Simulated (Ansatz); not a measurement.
`[CH3][Ga]([CH3])[BH]Cl` + CH₃OH → `COBCl` + `[CH3][GaH][CH3]`  (cleavage of the B–Ga bond)

Calculated with Ansatz (gas phase, PBE0-D4/def2-TZVP geometries, no zero-point term in ΔE). CBS: MP2 limit from def2 TZ/QZ plus the TZ coupled-cluster correction, frozen cores. This one scheme is used for every species. Functionals use def2-TZVPP. B3LYP here is the variant with VWN-RPA as its local correlation; programs differ in this. HSE06 is defined as in plane-wave codes. For Ga outer-core shells are correlated without core-valence functions, which leaves a few kJ/mol of doubt a bond. Scalar relativity is left out up to krypton. One conformer a species, not always the lowest.

`[CH3][Ga]([CH3])[BH]Cl`:

```xyz
12

C     1.538   -0.567   -0.974
Ga   -0.047   -0.083    0.107
C    -1.450    1.012   -0.757
B    -0.201   -0.688    2.105
Cl    0.458    0.346    3.360
H     2.393    0.029   -0.641
H     1.812   -1.616   -0.843
H     1.383   -0.370   -2.036
H    -2.087    1.536   -0.044
H    -1.007    1.739   -1.443
H    -2.090    0.354   -1.355
H    -0.703   -1.692    2.522
```

CH₃OH:

Z-matrix (Å, degrees):
```
C
O 1 1.409
H 1 1.097 2 112.4
H 1 1.090 2 107.0 3 -118.5
H 1 1.097 2 112.4 3 123.0
H 2 0.959 1 108.5 3 -61.6
```

`COBCl`:

Z-matrix (Å, degrees):
```
C
O 1 1.416
H 1 1.091 2 108.7
H 1 1.093 2 111.5 3 120.8
H 1 1.091 2 108.6 3 -118.4
B 2 1.334 1 121.8 3 -120.7
Cl 6 1.755 2 118.3 1 -180.0
H 6 1.195 2 122.7 1 0.0
```

`[CH3][GaH][CH3]`:

Z-matrix (Å, degrees):
```
C
Ga 1 1.971
H 1 1.091 2 112.5
H 1 1.096 2 109.0 3 119.1
H 1 1.092 2 111.5 3 -123.0
C 2 1.971 1 120.1 3 157.3
H 2 1.579 1 120.0 3 -22.6
H 6 1.092 2 111.5 1 33.7
H 6 1.096 2 109.0 1 -84.2
H 6 1.091 2 112.5 1 156.7
```

```csv
level,ΔE (eV)
ωB97X-V,-1.73
PBE-QIDH,-1.71
B3LYP,-1.75
HSE06,-1.67
HF/def2-SVP,-1.99
MP2/def2-TZVPP,-1.73
SCS-MP2/def2-QZVPP,-1.72
HF/CBS(def2),-1.87
```

Problem. What does CCSD(T)/CBS give? (Estimate.)

Solution. Computed: -1.65 eV. The listed levels differ from it by -0.08, -0.06, -0.10, -0.02, -0.34, -0.08, -0.07, -0.22 eV.

Largest T1 diagnostic among the species: 0.012.

From BLYP to BHLYP (50 % exact exchange), in def2-TZVPP and without D4, ΔE moves by −0.10 eV. In def2-TZVPP, CCSD(T) changes the Hartree–Fock value by +0.17 eV (the triples alone add +0.01 eV) and MP2 by +0.13 eV. Leaving LDA and LC-ωPBE aside and taking each functional with its dispersion term where it has one, the values, not all of them listed here, spread over 0.25 eV, from B97M-V to revPBE-D4. LDA lies −0.15 eV from PBE without D4.
